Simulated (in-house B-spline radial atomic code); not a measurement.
A radial electron density 4πr²n(r) was computed for an atom or ion in its tabulated ground configuration with a B-spline radial code for spherical atoms; method: non-relativistic LDA PW92, spin-polarised, spherical fractional occupations. Columns: r (bohr), 4πr²n(r) (electrons per bohr), bar.

```
 0.00322   0.4445 #
 0.00385   0.6212 #
 0.00459   0.8598 ##
 0.00549    1.191 ###
 0.00655    1.632 ###
 0.00782    2.222 #####
 0.00934    3.001 ######
  0.0112    4.037 #########
  0.0133    5.279 ###########
  0.0159    6.874 ###############
   0.019    8.784 ###################
  0.0227    10.99 #######################
  0.0271    13.38 ############################
  0.0323    15.81 ##################################
  0.0386    18.07 ######################################
  0.0461    19.82 ##########################################
  0.0551    20.75 ############################################
  0.0658    20.63 ############################################
  0.0786    19.45 #########################################
  0.0938    17.56 #####################################
   0.112    15.61 #################################
   0.134    14.45 ###############################
    0.16    14.73 ###############################
   0.191    16.47 ###################################
   0.228     18.9 ########################################
   0.272    20.66 ############################################
   0.325    20.44 ###########################################
   0.388    17.74 ######################################
   0.463    13.28 ############################
   0.553    8.609 ##################
    0.66    5.313 ###########
   0.789    3.933 ########
   0.942    3.869 ########
    1.12    3.945 ########
    1.34    3.404 #######
     1.6    2.302 #####
    1.92     1.15 ##
    2.29   0.4285 #
    2.73   0.1126 
    3.26   0.0194 
    3.89 0.002105 
    4.65 0.0001283
```

(1) Which atom or ion is it?
A. Ar4+
B. S4+
C. Ar3+
D. K4+

Answers

(1) A. The area under the curve, ∫4πr²n dr = ∫r·4πr²n d(ln r) on this logarithmic grid, is 14 electrons, which only this option has. The configuration is [Ne] 3s2 3p2.
